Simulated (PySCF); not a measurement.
H₄Al₂Br₂, singlet, CAM-B3LYP/def2-SVP optimised geometry.

```
8

Al    -1.00    -0.17     0.00
Al     1.39    -0.98     2.34
Br     1.48    -0.17     0.00
H     -1.48    -1.33    -0.94
H     -1.48     1.33     0.00
Br    -1.08    -1.00     2.33
H      1.89    -2.47     2.35
H      1.86     0.19     3.27
```

Density from CAM-B3LYP/def2-TZVP (PySCF) at that geometry.

Minimum of the electron density along straight lines between bonded atoms, close to the bond critical point (lines longer than 1.1 times the sum of covalent radii, or with two minima, are not listed):

| bond | length / Å | ρ at the minimum / e bohr⁻³ | ∇²ρ there / e bohr⁻⁵ | position (fraction from the first atom) |
|---|---|---|---|---|
| Al1–Br3 | 2.476 | 0.041 | 0.10 | 0.36 |
| Al2–Br3 | 2.476 | 0.041 | 0.10 | 0.36 |
| Al1–H4 | 1.569 | 0.087 | 0.21 | 0.51 |
| Al1–H5 | 1.569 | 0.087 | 0.21 | 0.51 |
| Al1–Br6 | 2.476 | 0.041 | 0.10 | 0.36 |
| Al2–Br6 | 2.476 | 0.041 | 0.10 | 0.36 |
| Al2–H7 | 1.569 | 0.087 | 0.21 | 0.51 |
| Al2–H8 | 1.569 | 0.087 | 0.21 | 0.51 |
